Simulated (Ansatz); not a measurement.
Consider the ligand exchange at a B–N bond: `CCBN[SiH3]` + CH₃NH₂ → `CCBNC` + `N[SiH3]`.

Computed with Ansatz on PBE0-D4/def2-TZVP structures; ΔE is electronic, products minus reactants. CBS: MP2 limit from def2 TZ/QZ plus the TZ coupled-cluster correction, frozen cores. This one scheme is used for every species. Each species was taken in one conformer, which may not be the lowest.

```csv
species,HF/def2-TZVPP energy (Eh)
`CCBN[SiH3]`,-449.76645
CH₃NH₂,-95.25712
`CCBNC`,-198.67708
`N[SiH3]`,-346.35049
```

(1) Work out ΔE.

Largest T1 diagnostic among the species: 0.011.

Answers

(1) ΔE = (-198.67708) + (-346.35049) − (-449.76645) − (-95.25712) = -0.00400 Eh = -2.5 kcal/mol. CCSD(T)/CBS gives -3.9 kcal/mol.

In def2-TZVPP, CCSD(T) changes the Hartree–Fock value by −1.3 kcal/mol (the triples alone add −0.2 kcal/mol) and MP2 by −1.6 kcal/mol.
